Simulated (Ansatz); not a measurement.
Total energies of `N[CH2][ZnH]`.

```xyz
8

N    -1.1275    0.4027    0.3350
C    -0.1024   -0.3163   -0.4284
Zn    1.6259   -0.2272    0.4973
H    -0.9330    1.3946    0.3624
H    -2.0407    0.3029   -0.0945
H    -0.0253   -0.0162   -1.4845
H    -0.3707   -1.3796   -0.4390
H     2.9737   -0.1609    1.2517
```

The species carries charge 0 and has multiplicity 1. For Zn the d shell is correlated and the shells below it are frozen. Scalar relativity is left out up to krypton. Geometry: relaxed with PBE0-D4/def2-TZVP. It is one conformer, not always the lowest. Basis def2-TZVPP, Ansatz 0.2.0.

RPA on PBE orbitals: Hartree–Fock energy of these orbitals -1872.96357 Eh, correlation -1.31238 Eh (frozen core).

```
             functional  energy without D4 (Eh)  D4 term (kJ/mol)
            LDA (SPW92)             -1871.52591                 –
                    PBE             -1874.87063             -10.9
                 revPBE             -1875.11641             -37.4
                   BLYP             -1875.30605             -24.7
                 r2SCAN             -1875.18993              -2.6
                 B97M-V             -1874.89717                 –
                   PBE0             -1874.89800              -9.1
                  B3LYP             -1875.32143             -17.6
                r2SCANh             -1875.16909              -2.7
                r2SCAN0             -1875.13942              -3.0
HSE06 (plane-wave form)             -1874.89068              -8.4
                  BHLYP             -1875.15712             -12.9
              CAM-B3LYP             -1875.32719              -9.1
                LC-ωPBE             -1874.97922                 –
                ωB97X-V             -1875.06367                 –
                ωB97M-V             -1875.11350                 –
                 B2PLYP             -1874.89759                 –
               PBE-QIDH             -1874.63702                 –
```

B3LYP takes the VWN-RPA correlation (the form of Gaussian; ORCA's B3LYP/G). HSE06 is the plane-wave form, built on full-range PBE exchange. The double hybrids freeze the cores in their second-order part.

LC-ωPBE has ω = 0.4 bohr⁻¹.
